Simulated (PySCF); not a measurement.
# [Ce(NH2)2]2+ at several levels of theory

Computed with PySCF 2.14.0 (density fitting, no spin-orbit coupling) at the geometry relaxed with PBE0:

```xyz
7
[Ce(NH2)2]2+ (singlet)
Ce    0.0000   -0.7648    0.0347
N     1.6113   -0.0317    1.0427
H     2.6191   -0.1725    0.8523
H     1.5550    0.5797    1.8762
N    -1.6113   -0.0317    1.0427
H    -1.5550    0.5797    1.8762
H    -2.6191   -0.1725    0.8523
```

```
level                                                 basis    state  HOMO (eV)  gap (eV)  charge on Ce1 (e)  population of f-type functions on Ce1 (polarisation alone where 4f lies in the core)  dipole about the centre of mass (D)  largest force component (eV/Å)
 PBE0     Ce lcecp-2-SVP with ECP46, N def2-SVP, H def2-SVP  singlet          –         –               1.78                                                                                  0.11                                 0.16                            0.01
wB97X                                              the same  singlet          –         –               1.83                                                                                  0.12                                 0.55                            0.26
 PBE0  Ce lcecp-2-TZVP with ECP46, N def2-TZVP, H def2-TZVP  singlet          –         –               2.03                                                                                  0.11                                 0.30                            0.42
```

In the lcecp rows the 4f levels are missing from HOMO and gap, and the state counts the valence alone.

Charges are Mulliken's, which hang on the basis. The relaxation used the grid (50, 194), these runs (75, 302) or, all-electron (x2c bases, spin-free X2C Hamiltonian), (99, 590).

**Question.** What does HF with Ce lcecp-2-SVP with ECP46, N def2-SVP, H def2-SVP give here?

**Answer.** state singlet, charge on Ce1 (e) 2.10, population of f-type functions on Ce1 (polarisation alone where 4f lies in the core) 0.12, dipole about the centre of mass (D) 1.47, largest force component (eV/Å) 0.63. Time: 1.6 s on 2 threads of Arm Neoverse V2 (shared host), from an already converged density.
